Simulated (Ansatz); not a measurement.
The cluster Si2W2⁻. Total charge -1; doublet. Geometry PBE0-D4/def2-SVPD.

```xyz
4

W     0.3138    1.7133   -0.1368
W    -0.3655    0.1954    1.3048
Si    1.1004   -0.5403   -0.7503
Si   -1.0487   -1.3684   -0.4176
```

In the def2 sets W takes a core potential; there is no spin–orbit coupling. LC-ωPBE has ω = 0.4 bohr⁻¹. At LDA (SPW92)/def2-TZVPD, PBE-D4/def2-TZVPD the highest occupied level of the charge -1 doublet lies above zero (up to 0.40 eV). Its loss leaves the charge 0 singlet, which lies 1.56 eV higher (vertical, at PBE-D4/def2-TZVPD), but this difference is unsure: the singlet is doubtful (geometry relaxed on an unsound state). At PBE0-D4/def2-SVPD, PBE0-D4/def2-TZVPD, LC-ωPBE/def2-TZVPD the charge -1 doublet is spin-contaminated (final ⟨S²⟩ up to 2.60, 0.75 for a pure state). The geometry of the doublet was relaxed on an unsound state (⟨S²⟩ 1.87, where a pure state has 0.75). At PBE0-D4/def2-TZVPD a quartet of charge -1 lies 0.48 eV below the doublet, each at its own geometry. The structure comes from a short search, and lower isomers may exist.

Task: Estimate the α-spin orbital energies around the gap (eV) in Ansatz with LDA (SPW92)/def2-TZVPD, PBE-D4/def2-TZVPD, PBE0-D4/def2-SVPD, PBE0-D4/def2-TZVPD, LC-ωPBE/def2-TZVPD.

Result: 
| orbital | LDA (SPW92)/def2-TZVPD | PBE-D4/def2-TZVPD | PBE0-D4/def2-SVPD | PBE0-D4/def2-TZVPD | LC-ωPBE/def2-TZVPD |
| --- | --- | --- | --- | --- | --- |
| HOMO−5 | -1.81 | -1.66 | -2.44 | -2.48 | -4.84 |
| HOMO−4 | -1.68 | -1.53 | -1.95 | -1.99 | -4.17 |
| HOMO−3 | -1.10 | -0.96 | -1.62 | -1.67 | -4.01 |
| HOMO−2 | -0.60 | -0.47 | -1.33 | -1.39 | -3.86 |
| HOMO−1 | -0.25 | -0.13 | -0.65 | -0.72 | -2.73 |
| HOMO | 0.33 | 0.40 | -0.19 | -0.26 | -2.37 |
| LUMO | 0.55 | 0.72 | 1.68 | 1.56 | 3.09 |
| LUMO+1 | 1.02 | 1.16 | 2.23 | 2.06 | 3.49 |
| LUMO+2 | 1.21 | 1.34 | 2.43 | 2.29 | 3.88 |
| LUMO+3 | 1.44 | 1.54 | 2.59 | 2.41 | 3.98 |
| LUMO+4 | 1.59 | 1.73 | 2.77 | 2.62 | 4.33 |
| LUMO+5 | 1.92 | 2.06 | 3.01 | 2.81 | 4.45 |
| β HOMO | -0.11 | 0.03 | -0.48 | -0.54 | -2.52 |
| β LUMO | 0.70 | 0.90 | 1.67 | 1.53 | 3.06 |
